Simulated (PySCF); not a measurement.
How methods differ on the ionisation energy of Ga²⁺

Ga²⁺ [Ar] 3d10 4s1 (2S) → Ga³⁺ [Ar] 3d10 (1S), as a difference of total energies. Computed with PySCF 2.14 in aug-cc-pVTZ-PP with ECP10MDF, with a scalar-relativistic core potential. The calculations carry no spin-orbit coupling.

```
 method  ionisation energy (eV)
    UHF                  29.631
    LDA                  31.862
    PBE                  31.473
   PBE0                  31.107
 r2SCAN                  31.298
r2SCANh                  31.197
wB97X-V                  30.788
 M06-2X                  30.855
   BP86                  31.501
```

Task: Which method comes closest to the reference value, and which is furthest?

Result: The reference is 30.726 eV (measured; NIST Atomic Spectra Database, ionization energies). Closest: wB97X-V (error 0.062 eV); furthest: LDA (error 1.136 eV).
